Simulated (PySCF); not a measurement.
Reproducing measurements on KF

**Measured values to compare with.**

From Liu, Meijer, Perez-Rios, Phys. Chem. Chem. Phys. 22 (2020) 24191, for the gas: dipole moment 8.59255 D.

How close the calculation comes is told at the end.

Compound: KF.
SMILES with atom numbers: `[F:1][K:2]`

Geometry (PBE0-D3(BJ)/def2-SVP, Å), atoms numbered from 1 in this order:
```
atom  x, y, z in Å
F1     1.0707   -0.0065    0.0016
K2    -1.0680    0.0078   -0.0157
```

Runs made with PySCF (gas phase, on this PBE0-D3(BJ)/def2-SVP geometry; no spin–orbit coupling):

```csv
level,job,basis functions,wall time
"PBE0-D3(BJ)/def2-SVP, grid level 1",geometry optimisation from a GFN2-xTB start,38,1.9 s
```

Hardware: Arm Neoverse V1, one thread, no GPU, on a shared host.

## Comparison

**Dipole moment.** Measured: 8.59255 D (Liu, Meijer, Perez-Rios, Phys. Chem. Chem. Phys. 22 (2020) 24191).

```json
{"level": "PBE0-D3(BJ)/def2-SVP", "computed (D)": "7.783", "computed − measured (D)": "-0.810", "% (from the printed values)": "-9"}
```

The computed dipoles belong to one fixed geometry; measured ones are averaged over vibrations unless marked μe. Magnitudes are compared, not signs.

No measured geometry was used, and the causes of the misses weren't examined.
